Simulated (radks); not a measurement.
Task: Neutral ytterbium, [Xe] 4f14 6s2. All-electron calculation, non-relativistic Kohn-Sham, exchange-only B88, spin-polarised, spherical densities, point nucleus. Program: a radial shooting solver on a logarithmic mesh with Libxc functionals. Every spin shell is full or empty, so the densities are truly spherical. Functionals are evaluated on that one density, not self-consistently. Rank these orbital-free kinetic functionals by their error against the exact value of the orbitals, and give that value: Thomas-Fermi, TF + vW, TF + vW/9, TF + vW/5, Thakkar, Pearson, LKT, DePristo-Kress.

Result: Exact: 13392.3 hartree. From best to worst, with 100 (|E| - |E exact|)/|E exact| (equal figures are ties): DePristo-Kress -0.26, TF + vW/9 -0.77, Thakkar -0.81, Pearson -0.94, TF + vW/5 +2.52, Thomas-Fermi -4.89, LKT +16.69, TF + vW +32.19.
